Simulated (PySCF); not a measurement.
Can point charges reproduce the dipole moment of `O=C1[SiH2][SiH2][SiH2][C@@H]1C1CC1`?

Coordinates (GFN2-xTB, Å) and charges (e) from the PBE0/pcSseg-1 density (PySCF):

```tsv
atom	x	y	z	Mulliken	IAO	Hirshfeld	ESP-fitted
O1	-0.935	0.657	-2.569	-0.3465	-0.3961	-0.2308	-0.4536
C2	-0.794	0.501	-1.373	+0.0961	+0.1516	+0.0702	+0.4456
Si3	-2.202	1.006	-0.147	+0.3041	+0.3810	+0.2293	+0.1842
Si4	-2.291	-1.090	0.873	-0.0522	+0.1251	+0.1473	+0.0513
Si5	-0.396	-1.960	-0.178	+0.4035	+0.4563	+0.2477	+0.2504
C6	0.349	-0.284	-0.800	-0.4771	-0.4009	-0.1205	-0.4914
C7	1.007	0.425	0.359	-0.2985	-0.1330	-0.0404	+0.0825
C8	2.020	1.501	0.101	-0.1589	-0.2941	-0.0879	-0.3528
C9	2.455	0.176	0.653	-0.1727	-0.2910	-0.0856	-0.3105
H10	-3.326	1.490	-0.944	-0.0180	-0.0753	-0.0619	-0.0468
H11	-1.741	2.120	0.690	-0.0309	-0.0883	-0.0673	-0.0713
H12	-2.196	-1.062	2.341	-0.0064	-0.0763	-0.0724	-0.0470
H13	-3.505	-1.878	0.624	-0.0014	-0.0707	-0.0690	-0.0359
H14	-0.642	-2.806	-1.351	-0.0244	-0.0912	-0.0703	-0.0499
H15	0.670	-2.617	0.586	-0.0340	-0.0902	-0.0688	-0.0684
H16	1.086	-0.459	-1.589	+0.1364	+0.1562	+0.0446	+0.2231
H17	0.358	0.570	1.217	+0.1549	+0.1320	+0.0381	+0.0904
H18	2.039	2.363	0.750	+0.1308	+0.1519	+0.0492	+0.1482
H19	2.264	1.728	-0.926	+0.1348	+0.1520	+0.0499	+0.1626
H20	2.997	-0.491	0.000	+0.1291	+0.1487	+0.0489	+0.1491
H21	2.774	0.127	1.683	+0.1312	+0.1524	+0.0496	+0.1402
```

Problem. What dipole does each set of charges give (1 e·Å = 4.803 D), and what does the density give?

Solution. The full density gives (0.76, -0.49, 2.69) D, 2.84 D in size; dipole vectors point from the negative to the positive end.

```
    scheme     μx     μy    μz  size (D)  share of the full size (%)  angle to the full dipole (°)
  Mulliken  -0.11  -1.31  4.33      4.52                         159                            18
       IAO  -0.39  -1.39  4.01      4.26                         150                            22
 Hirshfeld   0.15  -0.61  2.25      2.34                          82                            13
ESP-fitted   0.77  -0.51  2.66      2.81                          99                             1
```

Problem. Which set comes closest?

Solution. Length of the difference vector: ESP-fitted 0.04 D, Hirshfeld 0.76 D, IAO 1.97 D, Mulliken 2.02 D. Closest: ESP-fitted. 

Problem. What is left for the Hirshfeld atoms' own dipoles?

Solution. The Hirshfeld atoms' densities add up to the full density, so μ = Σ q r + Σ (atomic dipoles). The atomic dipoles sum to (0.76, -0.49, 2.69) − (0.15, -0.61, 2.25) = (0.61, 0.12, 0.44) D, 0.76 D in size.

Problem. With the origin at the mean of the coordinates, (0.000, 0.001, 0.000) Å, which are the largest single terms, by size, of the Mulliken dipole along the direction of the full one?

Solution. O1 +4.66, H21 +1.46, C6 +1.41, Si3 -1.31, C9 -1.03 D; all 21 atoms together +4.30 D. The single terms depend on the origin, their sum doesn't.

Problem. Give the size of the full dipole in other units.

Solution. 2.84 D = 1.117 au = 0.591 e·Å = 9.47 × 10⁻³⁰ C·m.

Geometry: GFN2-xTB, one conformer, isolated molecule.

These values come from a run that also computed NMR shieldings. On Arm Neoverse V1, one thread, no GPU (shared host), this took 57 s and 1.1 GiB of memory at its peak.
